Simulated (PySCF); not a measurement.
CaCl, SMILES [Ca][Cl], multiplicity 2. The structure is a stationary point at PBE0-D3(BJ)/def2-TZVPD. The spin state was assumed, not searched.

Computed equilibrium geometry at PBE0-D3(BJ)/def2-TZVPD (PySCF confirms it by a frequency run) as bond lengths and angles, and its point group:
point group C∞v.
Atoms: Ca1 Cl2. Bonded distances (Å): Ca1–Cl2 2.433.
Charge 0, spin multiplicity 2.
